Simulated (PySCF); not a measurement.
Job for PySCF: R-HF/3-21G on GeO, 2S+1 = 1, a spin state set in the input, which need not be the lowest, a point of a bond scan (R = 1.629 Å).

```python
from pyscf import gto, scf, dft, mp
from pyscf.data.elements import chemcore

mol = gto.M(
    atom='''
    O     0.00000000    0.00000000    0.00000000
    Ge    0.00000000    0.00000000    1.62906300
    ''',
    basis='3-21g',
    charge=0, spin=0, verbose=3, max_memory=1800)
mf = scf.RHF(mol)
mf.conv_tol = 1e-8
mf.max_cycle = 100
mf.kernel()
if not mf.converged:
    mf = mf.newton().run(mf.mo_coeff, mf.mo_occ)
```

It printed:

```
converged SCF energy = -2139.7803254967
```

The run converged.

Cost: very roughly 0.08 core-seconds.
